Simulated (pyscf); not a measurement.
cyclic C₄H₇+ (SMILES [CH2+]C1CC1), singlet

Gas-phase minimum from PySCF at ωB97X-D3(BJ)/def2-SVP, one conformer. cyclic C₄H₇+ (SMILES [CH2+]C1CC1) lies 10.3 kcal/mol over its isomer H₂C⁺–CH=CH–CH₃, and others may lie lower still (electronic energy, ωB97M-D3(BJ)). 

```xyz
11

C      1.6087    -0.4249     0.0840
C      0.7988     0.5175     0.6402
C     -0.7315     0.0614     0.9804
C     -0.5712     0.8786    -0.1716
H      1.2033    -1.2293    -0.5430
H      2.6946    -0.4118     0.2441
H      1.2109     1.3150     1.2632
H     -0.9099    -1.0127     0.8796
H     -1.0022     0.5078     1.9428
H     -0.6240     0.4436    -1.1734
H     -0.7166     1.9619    -0.1069
```
Charge +1, spin multiplicity 1.

Bonded distances (Å): C1–C2 1.361, C1–H5 1.098, C1–H6 1.098, C2–C3 1.633, C2–C4 1.633, C2–H7 1.093, C3–C4 1.422, C3–H8 1.093, C3–H9 1.095, C4–H10 1.093, C4–H11 1.095. Bond angles (°): C2–C1–H5 121.4, C2–C1–H6 121.4, H5–C1–H6 117.2, C1–C2–C3 116.7, C1–C2–C4 116.7, C1–C2–H7 120.9, C3–C2–C4 51.6, C3–C2–H7 116.0, C4–C2–H7 116.0, C2–C3–C4 64.2, C2–C3–H8 114.1, C2–C3–H9 107.5, C4–C3–H8 120.6, C4–C3–H9 120.4 (the first ones only).

Properties at ωB97X-D3(BJ)/def2-SVP:

```json
{
  "harmonic_wavenumbers_unscaled": "100, 393, 448, 613, 731, 800, 920, 995, 1061, 1095, 1103, 1125, 1153, 1206, 1275, 1311, 1412, 1450, 1543, 1635, 3166, 3177, 3182, 3250, 3281, 3288, 3297 cm⁻¹",
  "zero_point_energy": "61.5 kcal/mol",
  "rotational_symmetry_number": "1",
  "Entropy of this conformer at 298 K and 1 atm, rigid rotor and harmonic oscillator, modes under 100 cm⁻¹ raised to 100": "286.4 J/(mol K)",
  "dipole_moment": "depends on origin"
}
```

Single-point totals, which compare only within one level (frozen core for MP2 and CC):

| level | total energy (hartree) |
|---|---|
| ωB97X-D3(BJ)/def2-TZVP | -156.42942 |
| PBE/def2-TZVP | -156.12666 |
| r²SCAN/def2-TZVP | -156.24485 |
| B3LYP-D3(BJ)/def2-TZVP | -156.36361 |
| PBE0-D3(BJ)/def2-TZVP | -156.15478 |
| M06-2X/def2-TZVP | -156.26494 |
| ωB97M-D3(BJ)/def2-TZVP | -156.38564 |
| HF/def2-TZVPP | -155.28328 |
| MP2/def2-TZVPP | -155.92597 |
| CCSD/def2-TZVPP | -155.96254 |
| CCSD(T)/def2-TZVPP | -155.99361 |

Soft torsions are taken as harmonic, which can shift the entropy by several J/(mol K). The CCSD(T) − MP2 part came from Ansatz, without density fitting, on the same reference.
